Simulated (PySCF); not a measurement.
ClGe, SMILES [Cl][Ge] (connectivity only; charge and spin as stated), charge +1, multiplicity 1. Atoms are numbered in the order given.

```xyz
2

Cl     0.0000     0.0000    -1.3456
Ge     0.0000     0.0000     0.7149
```
Charge +1, spin multiplicity 1.

Geometry optimised at r2SCAN-D4/def2-TZVP. The multiplicity is an assumed one; other spin states were not compared.

The numbers are results of PBE/pcSseg-2 (PySCF), not measurements.

GIAO shieldings, no solvent; atoms alike by connectivity are averaged. δ = σ(ref) − σ: ³⁵Cl against HCl (σ = 936.5 ppm); ⁷³Ge against GeH4 (σ = 1621.0 ppm), references at their B3LYP-D3(BJ)/def2-TZVP geometries, non-relativistic (without spin–orbit terms, shifts of atoms bonded to Cl or Br come out too high).

Computed chemical shifts:
| nucleus | atoms | count | δ (ppm) |
|---|---|---|---|
| ³⁵Cl | Cl1 | 1 | 854.7 |
| ⁷³Ge | Ge2 | 1 | 663.8 |
